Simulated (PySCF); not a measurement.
**Working out the excitation energy of Cl**

Cl [Ne] 3s2 3p5 (2P) → Cl [Ne] 3s1 3p6 (2S). All numbers are calculated (PySCF 2.14, no relativity, point nucleus, in aug-cc-pwCVDZ (6s5p3d, 36 functions)). Frozen: nothing. Energies in hartree (1 hartree = 27.21139 eV):

```
             part   Cl (lower)   Cl (upper)
              UHF  -459.473211  -458.908864
MP2 opposite-spin    -0.199927    -0.282939
    MP2 same-spin    -0.079489    -0.090591
```

Q: What does Hartree-Fock give?

A: (-458.908864) − (-459.473211) = 0.564347 hartree = 15.357 eV.

Q: What do MP2 and SCS-MP2 (6/5 opposite-spin, 1/3 same-spin) give?

A: The opposite-spin parts differ by -2.259 eV and the same-spin parts by -0.302 eV. MP2: 15.357 + (-2.259) + (-0.302) = 12.796 eV. SCS-MP2: 15.357 + 1.2 × (-2.259) + (-0.302)/3 = 12.546 eV.

Measured between the centres of the two terms (NIST): 10.586 eV, so MP2 (all electrons) is off by 2.210 eV.

A double-zeta basis recovers only part of the correlation energy.

What remains against the reference includes basis incompleteness and correlation beyond second order.
